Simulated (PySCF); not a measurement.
Compound: H7N2PSi.
SMILES with atom numbers: `[NH2:1][SiH:2]([NH2:3])[PH2:4]` (hydrogens: H5, H6 on N1; H7 on Si2; H8, H9 on N3; H10, H11 on P4)

Method: PySCF, PBE0-D3(BJ)/def2-SVP geometry optimisation, gas phase; density fitting, grid level 1; the optimiser is geomeTRIC in internal coordinates, started from a GFN2-xTB structure with every atom displaced at random (about 0.01 Å).

Geometry at step 0:
```
atom  x, y, z in Å
N1      0.0036    1.3212    0.8903
Si2    -0.3715    0.1786   -0.3448
N3     -1.2863   -1.0290    0.4795
P4      1.3555   -0.9724   -1.3092
H5      0.2344    0.9963    1.7884
H6      0.5472    2.1490    0.6484
H7     -1.0136    0.9556   -1.4041
H8     -1.3964   -1.9036    0.0200
H9     -2.1036   -0.7398    0.9935
H10     2.0295    0.1564   -1.6458
H11     2.0393   -1.1383   -0.1319
```

Task: What forces act on the atoms?

Result: 
```csv
atom,Fx (eV/Å),Fy (eV/Å),Fz (eV/Å)
N1,-0.182,0.975,-1.494
Si2,0.527,-0.339,0.725
N3,0.431,0.721,0.071
P4,-1.666,-1.278,-0.750
H5,0.458,-0.608,1.444
H6,-0.222,-0.131,0.102
H7,-0.237,0.298,-0.609
H8,-0.282,-0.912,-0.298
H9,-0.304,-0.043,0.108
H10,0.854,1.488,-0.499
H11,0.623,-0.170,1.200
```

The largest, 2.23 eV/Å, acts on P4; the rms over all components is 0.763 eV/Å. The forces sum to zero within rounding, as they must for an isolated molecule in no field.

Task: Give the force on P4 in Eh/bohr and in nN.

Result: 2.230 eV/Å ÷ 51.422 = 0.04336 Eh/bohr, and 2.230 eV/Å × 1.602 = 3.57 nN.

Task: How far is this geometry from the end of the optimisation?

Result: 0.195 eV above it, and 0.124 Å rms away after alignment. The bonds farthest from their final lengths, with half the difference of the two atoms' forces along the bond (positive lengthens):

```csv
bond,now (Å),final (Å),force along bond (eV/Å)
P4–H10,1.357,1.428,+1.75
P4–H11,1.372,1.429,+1.34
Si2–H7,1.462,1.501,+0.82
N1–H5,0.982,1.014,+1.68
N3–H8,0.994,1.013,+0.84
Si2–P4,2.289,2.277,-0.28
```

The angle farthest from its final value is Si2–N3–H8, 117.0° against 120.0°.

Of the 6 listed bonds off by 0.010 Å or more, this force points towards the final length in 6.

What follows is the cost of the whole optimisation. The run took 24 s wall on one thread, Arm Neoverse V1 (aarch64), shared host with 32 logical CPUs at a one-minute load of 11, and the process peaked at 0.41 GiB of memory.
